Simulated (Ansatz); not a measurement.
`OB[TeH]` + H₂ → H₂Te + `BO` at 700 K and 1 bar (hydrogenolysis of a Te–B bond).

Gas-phase electronic energies from Ansatz, PBE0-D4/def2-TZVP geometries. CCSD(T)/CBS is the MP2 limit (def2-TZVPP, def2-QZVPP) plus CCSD(T) − MP2 in def2-TZVPP, frozen cores. This one scheme is used for every species. def2 core potentials past Kr. For Te outer-core shells are correlated without core-valence functions, which leaves a few kJ/mol of doubt a bond. Each species was taken in one conformer, which may not be the lowest.

| species | CCSD(T)/CBS energy (Eh) | H − E (kJ/mol) | S (J/(mol·K)) |
| --- | --- | --- | --- |
| `OB[TeH]` | -369.55161 | 139.3 | 367.4 |
| H₂ | -1.17544 | 46.8 | 155.3 |
| H₂Te | -268.91024 | 57.2 | 261.6 |
| `BO` | -101.80414 | 126.4 | 277.4 |

H − E and S are ideal-gas, rigid-rotor, harmonic terms from PBE0-D4/def2-TZVP, for one conformer and one mirror image of each species. The MP2-based limit puts H₂ 0.8 mEh under its directly extrapolated value; such offsets cancel only in part. 1 Eh = 2625.50 kJ/mol, R = 8.31446 J/(mol·K).

Question: By hand: ΔE, ΔH, ΔS and ΔG.

Answer: ΔE = (-268.91024) + (-101.80414) − (-369.55161) − (-1.17544) = 0.01267 Eh = 33.3 kJ/mol. Δ(H − E) = 57.2 + 126.4 − 139.3 − 46.8 = -2.5, so ΔH = 30.8 kJ/mol. ΔS = 261.6 + 277.4 − 367.4 − 155.3 = 16.3 J/(mol·K). ΔG = 30.8 − 700 × (16.3)/1000 = 19.4 kJ/mol.

Question: By hand: the equilibrium constant, and the temperature at which ΔG would vanish if ΔH and ΔS stayed fixed.

Answer: log₁₀ K = −ΔG/(RT ln 10) = -1.4. ΔG = 0 at ΔH/ΔS = 1890 K, though so small a ΔS makes that figure unsure.

TΔS isn't small against ΔH here. A doubt of 5 kJ/mol in ΔE shifts log₁₀ K by 0.4 here. Other conformers and mirror images would add mixing entropy, several J/(mol·K) or more a flexible species. These are equilibria of isolated gas molecules and say nothing of rates. Largest T1 diagnostic: 0.014 (customary marks: 0.02 for closed shells, 0.045 for open ones).
